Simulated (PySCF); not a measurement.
Gas-phase reaction: 4 SH + 4 SO₂ ⇌ 2 H₂SO₄ + S₆

Energies from PySCF (xtb for GFN2), thermal terms from the rigid-rotor harmonic-oscillator model, ideal gas at 1 bar. † marks an energy on the PBE0/def2-TZVP geometry and frequencies; other levels use their own. 6-31G* has spherical d functions here. Open shells (unrestricted): SH (multiplicity 2, electronic degeneracy 4); the rest are closed-shell singlets. GFN2 has no spin-polarisation term. Spin-orbit splitting is ignored; it lowers the true energy and changes the entropy of SH. No R ln 2 is added for the mirror-image form of H₂SO₄. The harmonic model lacks anharmonicity and excited electronic states, which grow with temperature; levels with a mode under 35 cm⁻¹ are left out. Internal rotation in H₂SO₄ is treated as a harmonic vibration of one conformer, which makes the entropy rough.

ΔH° and ΔS° at 298 K: GFN2-xTB -992 kJ, -814 J/K; HF/6-31G* -426 kJ, -848 J/K; HF/def2-TZVP† -501 kJ, -841 J/K; PBE/def2-SVP -720 kJ, -822 J/K.

**Question.** With the heat capacities included, give log10 K (1 bar) at 600, 1000, 1400, 1600, 1800 K from GFN2-xTB, HF/6-31G*, HF/def2-TZVP†, PBE/def2-SVP.

**Answer.** 
```json
[
 {"T (K)": "600", "GFN2-xTB": "44.2", "HF/6-31G*": "-7.1", "HF/def2-TZVP†": "-0.1", "PBE/def2-SVP": "20.0"},
 {"T (K)": "1000", "GFN2-xTB": "10.4", "HF/6-31G*": "-21.4", "HF/def2-TZVP†": "-17.0", "PBE/def2-SVP": "-4.4"},
 {"T (K)": "1400", "GFN2-xTB": "-3.8", "HF/6-31G*": "-27.2", "HF/def2-TZVP†": "-23.9", "PBE/def2-SVP": "-14.6"},
 {"T (K)": "1600", "GFN2-xTB": "-8.1", "HF/6-31G*": "-28.9", "HF/def2-TZVP†": "-26.0", "PBE/def2-SVP": "-17.6"},
 {"T (K)": "1800", "GFN2-xTB": "-11.4", "HF/6-31G*": "-30.3", "HF/def2-TZVP†": "-27.5", "PBE/def2-SVP": "-20.0"}
]
```
